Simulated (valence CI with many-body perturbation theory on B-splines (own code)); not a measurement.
# I⁴⁺: electric-dipole lines

Level of theory: configuration interaction combined with many-body perturbation theory (CI+MBPT): three valence electrons over a frozen Dirac-Fock core [Kr] 4d10, a basis of 11 s, 11 p, 9 d, 7 f, 5 g, 2 h, 1 i functions for each j, with the one-electron correlation potential Σ1, the two-electron term Σ2, the three-electron term Σ3, Breit, model QED; selected CI, second order for the rest, scaled by the run's own slope (own B-spline code, finite nucleus).

No measured spectrum was set against this ion. As an estimate, levels hold to about 250 cm⁻¹ or 0.2 % of their energy and the worst to 1 %, as in measured heavy ions of charge 2 to 7; those with d or f electrons hold less well. Core correlation moves these levels by up to 11000 cm⁻¹, and in measured spectra 5 to 20 % of such shifts remained as error; rates that hang on mixing are uncertain with them.

Lines 101 to 150 of 269 in falling wavelength, among levels below 291130 cm⁻¹, chosen from the strongest by gf and those to the six lowest levels. Wavelengths and rates use the calculated energies, so an error of 400 cm⁻¹ moves a line at 81.61 nm by 0.33 % and its rate by three times that or more. Electric multipoles are in the length gauge, E1 and E2 with the static RPA response of the core. Weak lines are less certain than strong ones. Lines between different terms over intervals too small for the method are left out, as are lines whose strength nearly cancels. The highest levels of a list are the least certain.

Names give the largest LS component (configuration and term), which can be under half, so a name can repeat, a term be missing and a line seem to break the LS rules; names also repeat where a configuration has a term twice. Letters in brackets count levels of one name in rising energy.

| λ vac (nm) | Upper | Lower | A (s⁻¹) | S (a.u.) |
| --- | --- | --- | --- | --- |
| 81.61 | 5s5p5d ²F°_7/2 [b] | 5s²5d ²D_5/2 | 1.22e+10 | 2.61e+01 |
| 81.25 | 5s²6p ²P°_3/2 | 5s5p² ⁴P_5/2 | 7.24e+07 | 7.67e-02 |
| 81.12 | 5p³ ²D°_5/2 | 5s5p² ⁴P_3/2 | 7.64e+06 | 1.21e-02 |
| 81.01 | 5p³ ⁴S°_3/2 | 5s5p² ⁴P_3/2 | 2.13e+09 | 2.23e+00 |
| 80.92 | 5s5p6s ²P°_3/2 | 5s²5d ²D_3/2 | 9.22e+08 | 9.65e-01 |
| 80.83 | 5p³ ²D°_3/2 | 5s5p² ⁴P_1/2 | 5.63e+08 | 5.87e-01 |
| 80.43 | 5p³ ²P°_3/2 | 5s5p² ²D_3/2 | 1.04e+08 | 1.07e-01 |
| 80.25 | 5s5p5d ²F°_5/2 [b] | 5s²5d ²D_3/2 | 9.96e+09 | 1.52e+01 |
| 80.20 | 5s5p6s ⁴P°_3/2 | 5s5p² ²P_3/2 | 5.83e+08 | 5.94e-01 |
| 80.12 | 5s5p5d ⁴P°_5/2 | 5s5p² ²D_5/2 | 4.56e+08 | 6.95e-01 |
| 80.02 | 5s²6p ²P°_1/2 | 5s5p² ⁴P_3/2 | 4.00e+06 | 2.03e-03 |
| 79.39 | 5s5p² ²P_1/2 | 5s²5p ²P°_1/2 | 6.37e+09 | 3.15e+00 |
| 79.34 | 5s5p5d ²D°_5/2 [b] | 5s²5d ²D_5/2 | 4.95e+09 | 7.32e+00 |
| 79.21 | 5s5p² ²S_1/2 | 5s²5p ²P°_3/2 | 4.69e+09 | 2.30e+00 |
| 79.10 | 5s5p5d ²P°_1/2 [b] | 5s²5d ²D_3/2 | 4.53e+09 | 2.22e+00 |
| 78.92 | 5s5p5d ²P°_3/2 [a] | 5s5p² ²P_3/2 | 1.47e+09 | 1.43e+00 |
| 78.66 | 5s5p5d ²D°_3/2 [b] | 5s²5d ²D_3/2 | 3.90e+09 | 3.75e+00 |
| 78.44 | 5s5p5d ²D°_5/2 [b] | 5s²5d ²D_3/2 | 1.50e+09 | 2.15e+00 |
| 78.36 | 5s5p² ²P_3/2 | 5s²5p ²P°_3/2 | 6.86e+09 | 6.51e+00 |
| 78.22 | 5s5p5d ⁴P°_5/2 | 5s5p² ²D_3/2 | 3.45e+07 | 4.89e-02 |
| 77.94 | 5s5p5d ²P°_3/2 [b] | 5s²5d ²D_5/2 | 4.11e+09 | 3.85e+00 |
| 77.67 | 5s²6p ²P°_3/2 | 5s5p² ⁴P_3/2 | 3.38e+06 | 3.13e-03 |
| 77.65 | 5s5p5d ⁴D°_3/2 | 5s5p² ²D_3/2 | 4.07e+08 | 3.76e-01 |
| 77.53 | 5s5p5d ⁴D°_1/2 | 5s5p² ²D_3/2 | 3.53e+06 | 1.62e-03 |
| 77.44 | 5s5p6s ²P°_1/2 | 5s5p² ²S_1/2 | 3.16e+09 | 1.45e+00 |
| 77.31 | 5p³ ⁴S°_3/2 | 5s5p² ⁴P_1/2 | 1.08e+09 | 9.85e-01 |
| 77.07 | 5s5p5d ²P°_3/2 [b] | 5s²5d ²D_3/2 | 7.79e+08 | 7.04e-01 |
| 76.42 | 5s²6p ²P°_1/2 | 5s5p² ⁴P_1/2 | 1.19e+06 | 5.23e-04 |
| 75.95 | 5s5p5d ⁴F°_3/2 | 5s5p² ⁴P_5/2 | 4.95e+06 | 4.28e-03 |
| 75.06 | 5s5p5d ⁴D°_7/2 | 5s5p² ²D_5/2 | 4.23e+08 | 7.07e-01 |
| 74.56 | 5s5p5d ⁴F°_5/2 | 5s5p² ⁴P_5/2 | 1.85e+08 | 2.27e-01 |
| 74.27 | 5s²6p ²P°_3/2 | 5s5p² ⁴P_1/2 | 1.07e+06 | 8.69e-04 |
| 74.11 | 5s²7p ²P°_1/2 | 5s²5d ²D_3/2 | 7.23e+08 | 2.91e-01 |
| 73.86 | 5s5p5d ²F°_5/2 [a] | 5s5p² ²D_5/2 | 1.20e+09 | 1.43e+00 |
| 73.56 | 5s5p5d ²P°_1/2 [a] | 5s5p² ²S_1/2 | 5.75e+09 | 2.26e+00 |
| 73.22 | 5s5p5d ²D°_3/2 [a] | 5s5p² ²D_5/2 | 8.66e+08 | 6.71e-01 |
| 73.08 | 5s5p5d ⁴D°_5/2 | 5s5p² ²D_3/2 | 1.13e+09 | 1.30e+00 |
| 72.81 | 5s5p5d ⁴F°_3/2 | 5s5p² ⁴P_3/2 | 1.79e+08 | 1.36e-01 |
| 72.66 | 5s5p5d ⁴P°_3/2 | 5s5p² ²D_3/2 | 6.44e+08 | 4.88e-01 |
| 72.54 | 5s5p5d ⁴P°_1/2 | 5s5p² ²D_3/2 | 5.08e+07 | 1.91e-02 |
| 72.50 | 5s5p5d ⁴F°_7/2 | 5s5p² ⁴P_5/2 | 8.32e+08 | 1.25e+00 |
| 72.24 | 5s5p5d ²F°_5/2 [a] | 5s5p² ²D_3/2 | 4.20e+09 | 4.69e+00 |
| 72.21 | 5s5p² ²S_1/2 | 5s²5p ²P°_1/2 | 7.85e+08 | 2.92e-01 |
| 72.17 | 5s5p6s ⁴P°_3/2 | 5s5p² ²P_1/2 | 2.46e+09 | 1.83e+00 |
| 71.78 | 5s5p5d ²F°_5/2 [b] | 5s5p² ²P_3/2 | 3.18e+09 | 3.49e+00 |
| 71.62 | 5s5p5d ²D°_3/2 [a] | 5s5p² ²D_3/2 | 6.79e+09 | 4.93e+00 |
| 71.62 | 5s5p6s ²P°_3/2 | 5s5p² ²S_1/2 | 2.01e+09 | 1.46e+00 |
| 71.53 | 5s5p5d ⁴F°_5/2 | 5s5p² ⁴P_3/2 | 4.11e+08 | 4.46e-01 |
| 71.51 | 5s5p² ²P_3/2 | 5s²5p ²P°_1/2 | 2.50e+09 | 1.80e+00 |
| 71.31 | 5s5p5d ²D°_5/2 [a] | 5s5p² ²D_5/2 | 7.09e+09 | 7.61e+00 |
